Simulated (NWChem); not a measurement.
# C2H6OSe; SMILES CC[Se]O

```xyz
10

Se    -0.3615    -0.6560     0.0775
C     -0.4899     1.1962    -0.5034
C      0.3502     2.1577     0.3107
H     -1.5681     1.4202    -0.4319
H     -0.2208     1.2213    -1.5702
H      1.4112     1.8689     0.2655
H      0.0409     2.1696     1.3668
H      0.2692     3.1829    -0.0855
O      1.4187    -0.8719    -0.2080
H      1.8478    -0.7074     0.6408
```
Atoms are numbered in this order, from 1.

All runs: NWChem. The geometry was optimised at PBE0/def2-SVP. Ions are spin-unrestricted doublets at the neutral geometry; other ion states weren't tried.

For level PBE0/def2-SVP:

```yaml
vertical ionisation energy, ΔSCF (eV): 8.58
"−ε(HOMO) (eV)": 6.17
```

### Question
What are these values for level PBE/def2-SVP?

### Answer
The vertical ionisation energy, ΔSCF (eV) is 8.39 and the −ε(HOMO) (eV) is 4.88.
